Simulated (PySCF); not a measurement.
Numbering as in the mapped SMILES `[CH3:1][CH2:2]/[CH:3]=[C:4](\[C:5](=[O:6])[F:7])[CH:8]([CH3:9])[CH3:10]` (H(Xn): hydrogen on atom n).

[PySCF 2.14.0 with density-fitted response routines: geometry: GFN2-xTB; shielding tensors at PBE0/pcSseg-1 (GIAO); single conformer; relativity neglected; isolated molecule; fast rotation and ring inversion assumed for equivalent nuclei]

Scale: 13C (σ = 186.93 ppm) vs TMS (reference shieldings calculated alike).

Do the 13C shifts follow the atomic charges (in e)? Tabulate both.

Results:


```
 atoms  hybridisation  δ (ppm)  σ para (ppm)  Hirshfeld    IAO  Mulliken  ESP-fitted
    C3            sp2    168.3          -240      +0.01  -0.07     -0.09       +0.04
    C5            sp2    165.6          -229      +0.23  +0.59     +0.66       +0.86
    C4            sp2    140.6          -220      -0.02  -0.09     -0.36       -0.57
    C8            sp3     33.4           -91      -0.03  -0.10     -0.27       +0.54
    C2            sp3     30.4           -90      -0.07  -0.26     -0.21       +0.09
C9/C10            sp3     24.9           -87      -0.12  -0.42     -0.20       -0.59
    C1            sp3     15.9           -75      -0.12  -0.42     -0.26       -0.50
```

Correlation coefficients of δ with charge over these carbons: Hirshfeld +0.75, IAO +0.74, Mulliken +0.54, ESP-fitted +0.32; with the paramagnetic shielding -1.00. Among the 4 sp3 carbons alone: Hirshfeld +0.84, IAO +0.85, Mulliken +0.03, ESP-fitted +0.83. With so few points, grouped by hybridisation, these coefficients are fragile. Charge is one influence among several: hybridisation and low-lying excitations act through the paramagnetic term.

Shifts are as computed. Against solution values, carbons near 30 ppm lie about +3 ppm off and those near 130 ppm about +5 ppm. Of 1211 compounds with measured shifts, 218 miss one by over three times the rms of a fit or turn the order of signals round; such compounds aren't used in these exercises.
